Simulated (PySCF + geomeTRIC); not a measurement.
Species: [Ti(H)4] (charge 0, multiplicity 1).

**Question.** Give a relaxed geometry from TPSS-D3(BJ)/def2-SVP run with PySCF + geomeTRIC.

**Answer.** the end point of this relaxation.
Cartesian coordinates (Å) in one orientation:
```xyz
5

Ti     0.001    -0.001     0.000
H     -0.020    -0.695     1.551
H     -0.808    -1.023    -1.089
H     -0.778     1.508     0.045
H      1.609     0.206    -0.505
```
